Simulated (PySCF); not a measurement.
Relaxation of triplet PtSF2

All numbers come from UPBE0/[Pt def2-SVP with ECP60, S def2-SVP, F def2-SVP], scalar-relativistic core potentials, density fitting, no spin–orbit coupling, PySCF. A (50,194) grid was used.

A hand-made T-shaped (ligand arrangement 2) start, of C2v symmetry, held to at least that symmetry:

Coordinates in bohr (charge 0 multiplicity 3):
```
Pt    0.0000    0.0000   -0.4875
S     0.0000    0.0000    3.4054
F     3.5317    0.0000   -0.3641
F    -3.5317    0.0000   -0.3641
```

**Question.** What does it relax to?

**Answer.** It ends at C2v with Pt–F 1.899 Å (×2), Pt–S 2.085 Å; F–Pt–F 159.0°, F–Pt–S 100.5° (×2) (after a last refinement on a finer grid). A frequency run shows a minimum. Other isomers or separated fragments may lie lower.

**Question.** How much energy is released, and in how many steps?

**Answer.** 49.1 kJ/mol in 5 steps.

Open d and f shells are described by one determinant, and the ground state may have another occupation or spin. Spin–orbit coupling, left out here, can matter for elements this heavy.
